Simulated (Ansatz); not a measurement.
The cluster Li2Te (the lowest singlet isomer of a short search), 3 atoms. Hardware: 4 threads of Arm Neoverse V2 on a shared host.

In the def2 sets Te takes a core potential; there is no spin–orbit coupling. Correlated methods freeze 4 core orbitals; core or outer-core shells of Li, Te are correlated, in sets that lack core-valence functions.

(1) How many basis functions does each of these Ansatz runs have, and roughly what does it cost? PBE with 35 % exact exchange/def2-TZVP, charge 0 triplet, energy, from earlier orbitals; CCSD(T)/def2-TZVPP, charge 0 quintet, energy, from earlier orbitals; r2SCAN0-D4/def2-TZVP, charge 0 singlet, energy, from earlier orbitals; r2SCAN-D4/def2-TZVPD, charge -1 doublet at the geometry of the charge 0 singlet, energy, from earlier orbitals; PBE with 35 % exact exchange/def2-TZVP, charge 0 singlet, energy, from earlier orbitals; HSE06-D4/def2-TZVP, charge 0 triplet, energy, from earlier orbitals; HSE06-D4/def2-TZVP, charge 0 quintet, energy, from earlier orbitals; MP2/def2-TZVP, charge 0 singlet, energy, from earlier orbitals; RPA@PBE/def2-TZVP, charge 0 singlet, energy, from earlier orbitals; r2SCAN0-D4/def2-TZVP, charge 0 quintet, energy, from earlier orbitals; HF/def2-TZVP, charge 0 triplet, energy, from earlier orbitals; r2SCAN-D4/def2-TZVP, charge 0 quintet, energy, from earlier orbitals.

Answers

(1) Other jobs shared the machine, so times can vary by a factor of up to 3. A dash marks memory too small to be measured apart from the calling script's.

```json
{"run": "MP2/def2-TZVP, charge 0 singlet, energy, from earlier orbitals", "functions": "78", "fitting or Cholesky vectors": "784", "wall time": "0.35 s", "peak host memory (GiB)": "–"}
{"run": "HF/def2-TZVP, charge 0 triplet, energy, from earlier orbitals", "functions": "78", "fitting or Cholesky vectors": "803", "wall time": "0.4 s", "peak host memory (GiB)": "–"}
{"run": "PBE with 35 % exact exchange/def2-TZVP, charge 0 singlet, energy, from earlier orbitals", "functions": "78", "fitting or Cholesky vectors": "727", "wall time": "0.45 s", "peak host memory (GiB)": "–"}
{"run": "RPA@PBE/def2-TZVP, charge 0 singlet, energy, from earlier orbitals", "functions": "78", "fitting or Cholesky vectors": "784", "wall time": "0.85 s", "peak host memory (GiB)": "–"}
{"run": "HSE06-D4/def2-TZVP, charge 0 quintet, energy, from earlier orbitals", "functions": "78", "fitting or Cholesky vectors": "696", "wall time": "0.85 s", "peak host memory (GiB)": "–"}
{"run": "r2SCAN0-D4/def2-TZVP, charge 0 singlet, energy, from earlier orbitals", "functions": "78", "fitting or Cholesky vectors": "696", "wall time": "0.95 s", "peak host memory (GiB)": "–"}
{"run": "HSE06-D4/def2-TZVP, charge 0 triplet, energy, from earlier orbitals", "functions": "78", "fitting or Cholesky vectors": "696", "wall time": "1 s", "peak host memory (GiB)": "–"}
{"run": "PBE with 35 % exact exchange/def2-TZVP, charge 0 triplet, energy, from earlier orbitals", "functions": "78", "fitting or Cholesky vectors": "727", "wall time": "1.1 s", "peak host memory (GiB)": "–"}
{"run": "r2SCAN-D4/def2-TZVP, charge 0 quintet, energy, from earlier orbitals", "functions": "78", "fitting or Cholesky vectors": "644", "wall time": "1.8 s", "peak host memory (GiB)": "–"}
{"run": "r2SCAN-D4/def2-TZVPD, charge -1 doublet at the geometry of the charge 0 singlet, energy, from earlier orbitals", "functions": "93", "fitting or Cholesky vectors": "779", "wall time": "2.2 s", "peak host memory (GiB)": "–"}
{"run": "CCSD(T)/def2-TZVPP, charge 0 quintet, energy, from earlier orbitals", "functions": "88", "fitting or Cholesky vectors": "776", "wall time": "2.9 s", "peak host memory (GiB)": "–"}
{"run": "r2SCAN0-D4/def2-TZVP, charge 0 quintet, energy, from earlier orbitals", "functions": "78", "fitting or Cholesky vectors": "696", "wall time": "3 s", "peak host memory (GiB)": "–"}
```
